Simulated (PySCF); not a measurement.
C3HCl2F. Atoms are numbered in the order given.

```xyz
7

F     -3.0793    -0.4840     0.0000
C     -2.1588     0.4715     0.0000
C     -0.8715     0.2367     0.0000
C      0.4240     0.0689     0.0000
Cl     1.3513    -0.0525    -1.4516
Cl     1.3513    -0.0525     1.4516
H     -2.5918     1.4786     0.0000
```
Charge 0, spin multiplicity 1.

Coordinates come from a PBE0-D3(BJ)/def2-SVP optimisation.

Computed with PySCF with B3LYP/def2-TZVP.

The molecule is in vacuum.

```
Quantity                                                                                                       Result
---------------------------------------------------------------------------------------------  ----------------------
total energy                                                                                      -1135.22181 hartree
point group                                                                                                        Cs
highest occupied level                                                                                       -7.64 eV
lowest empty level                                                                                           -1.38 eV
orbital gap                                                                                                   6.25 eV
dipole moment                                                                                                  1.25 D
quadrupole, principal values (traceless, Buckingham form, about the centre of nuclear charge)  -5.73, -0.05, 5.78 D·Å
mean static polarisability                                                                       64.9 bohr³ (9.62 Å³)
polarisability, principal values                                                               38.7, 59.2, 96.9 bohr³
```
